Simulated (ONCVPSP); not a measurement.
**Configuration tests for Hf (Z = 72) (ONCV)**

| Item | Value |
| --- | --- |
| Element | hafnium |
| Generator | ONCVPSP 4.0.1 |
| Type | optimised norm-conserving Vanderbilt (ONCV) |
| Functional | PW91 |
| Relativity | fully relativistic |
| Frozen core | [Kr] 4d10 4f14 |
| Valence charge | 12 |
| Reference configuration | 5s2 5p6 5d2 6s1 (charge +1) |
| Partial waves | 5s+6s: rc 1.50 bohr, ncon 4, nbas 7, qcut 6.9 1/bohr, 2 projectors; 5p: rc 2.15 bohr, ncon 3, nbas 6, qcut 6.6 1/bohr, 3 projectors, debl 1 Ha; 5d: rc 2.60 bohr, ncon 4, nbas 9, qcut 5.9 1/bohr, 1 projector; f scattering state at 0.21 Ha: rc 2.30 bohr, ncon 4, nbas 7, qcut 5.3 1/bohr, 2 projectors, debl 1.1 Ha |
| Local potential | polynomial inside 1.30 bohr (lpopt 5, dvloc0 0 Ha) |
| Core correction | Teter function, fcfact 2.75, rcfact 1.7 |

Open shells are filled in proportion to 2j + 1.

In the p channel the program set the typed energies aside and used -1.484, 0.250, 1.250 Ha (j = l + 1/2; the other j can differ).

Energies are relative to the spin-unpolarised reference configuration 5s2 5p6 5d2 6s1; without spin polarisation the order of configurations can differ from experiment.

```tsv
valence configuration	charge	ΔE all-electron (eV)	error AE − PS (meV)
5s2 5p6 5d2 6s2	0	-8.034	-0.3
5s2 5p6 5d2 6s0	+2	14.223	0.0
5s2 5p6 5d1 6s0	+3	36.076	-61
5s2 5p6 5d2 6s1.5	+0.5	-4.753	-0.2
```

Levels in the configuration 5s2 5p6 5d2 6s0:

```tsv
level	all-electron (eV)	pseudo (eV)
5s j=1/2	-82.003	-82.050
5p j=3/2	-48.482	-48.513
5p j=1/2	-56.280	-56.320
5d j=5/2	-16.527	-16.536
5d j=3/2	-17.106	-17.116
```

Note: ghosts flagged at negative energy: f7/2 at -1167.7 eV, f5/2 at -4704.3 eV; GHOST(+) flagged for s at 193.8 eV, f5/2 at 343.5 eV, f7/2 at 352.3 eV. A true bound ghost makes a file unfit for plane-wave use.
